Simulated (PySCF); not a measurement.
Static response to an electric field

Ti(SMe)2(OMe)2, C4H12O2S2Ti (singlet state).
Cartesian coordinates in Å at the PBE0-D3(BJ)/def2-SVP level; atoms count from 1:
```xyz
21
C4H12O2S2Ti angstrom
Ti     0.0397    0.5239    0.3474
S      0.7854    0.5393    2.4990
C      1.3707   -1.1880    2.5918
H      0.5687   -1.8935    2.3333
H      1.6950   -1.3805    3.6241
H      2.2181   -1.3343    1.9063
S      1.9386    0.1293   -0.8737
C      1.4072   -1.0940   -2.1205
H      0.6714   -1.7920   -1.7003
H      2.2955   -1.6562   -2.4409
H      0.9752   -0.5911   -2.9970
O     -0.5609    2.1347    0.0306
C     -0.5563    3.4027   -0.5319
H     -0.5920    4.1688    0.2606
H     -1.4359    3.5395   -1.1835
H      0.3564    3.5594   -1.1322
O     -1.0878   -0.8031    0.0642
C     -2.3120   -1.4263   -0.1142
H     -2.7323   -1.7413    0.8563
H     -2.1933   -2.3255   -0.7432
H     -3.0382   -0.7558   -0.6058
```

Level: PBE0/def2-SVPD (PySCF), static field, nuclei fixed, core orbitals frozen in the response. The polarisability tensor in these axes (au):

```
x   138.80  -4.61   0.46
y    -4.61 148.05  -0.38
z     0.46  -0.38 159.19
```

Q: Diagonalise the tensor; give its mean and Δα, where Δα² is half the sum of the squared differences of the eigenvalues.

A: Principal values 136.89, 149.93 and 159.22 au; mean 148.68 au = 22.03 Å³ = 24.51 × 10⁻⁴⁰ C²·m²/J; Δα = 19.43 au (13 % of the mean).

Q: What is the dipole moment, and where does it point?

A: (-2.61, -1.21, -2.02) D, 3.51 D in size, pointing from the negative to the positive side. Measured along this direction, the outermost atoms are H5 at the negative end and H21 and H20 at the positive end.

Q: Rayleigh depolarisation ratio (linearly polarised light, static tensor)?

A: ρ = 3Δα²/(45ᾱ² + 4Δα²) = 1132.5/(994754 + 1510.0) = 0.00114.

Q: What are the principal values of the traceless quadrupole moment, Θ = ½Σq(3rr − r²1), about the centre of nuclear charge?

A: -8.99, -1.97, 10.95 D·Å. The values depend on the origin, since the dipole doesn't vanish. The electronic extent ⟨r²⟩ about the same centre is 2303 bohr², a root-mean-square distance of 2.47 Å for the 106 electrons.

Q: Find the Langevin capture rate constant for H3O+ (19.018 u) meeting this molecule (203.976 u), k = 2.342 × 10⁻⁹ cm³/s × √(α in Å³ / reduced mass in u).

A: The reduced mass is 17.40 u, so k = 2.64 × 10⁻⁹ cm³/s. The formula leaves out the permanent dipole, which adds to the capture rate.

Isolated species at its PBE0-D3(BJ)/def2-SVP geometry, gas phase.
